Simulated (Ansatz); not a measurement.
```xyz
7

Si   -1.1493    0.0416    0.1458
O     0.3881   -0.1476   -0.3441
In    2.2758    0.1621    0.2453
H    -1.9018    0.9072   -0.8056
H    -1.2301    0.6766    1.4964
H    -1.8430   -1.2751    0.2245
H     3.4604   -0.3648   -0.9623
```

Total charge 0; spin multiplicity 2. In: def2 effective core potential.

List the PBE/def2-TZVPP orbital energies in eV (Ansatz 0.2.0). (An estimate is asked.)

Computed: α occupied: -1779.47, -509.73, -137.14, -122.17, -93.90, -93.86, -93.86, -79.88, -79.70, -79.60, -23.58, -19.10, -19.01, -18.94, -18.91, -18.76, -12.74, -10.68, -8.85, -8.71, -8.59, -7.07, -6.81, -5.20. α empty: -2.58, -1.02, 0.31, 0.63, 1.24, 1.28, 1.43, 1.57. β occupied: -1779.47, -509.66, -137.14, -122.14, -93.90, -93.86, -93.86, -79.85, -79.65, -79.58, -23.43, -18.99, -18.90, -18.88, -18.80, -18.66, -12.68, -10.44, -8.69, -8.68, -8.19, -6.89, -6.77. β empty: -4.16, -2.21, -0.79, 0.61, 0.86, 1.27, 1.35, 1.72. ⟨S²⟩ = 0.754.
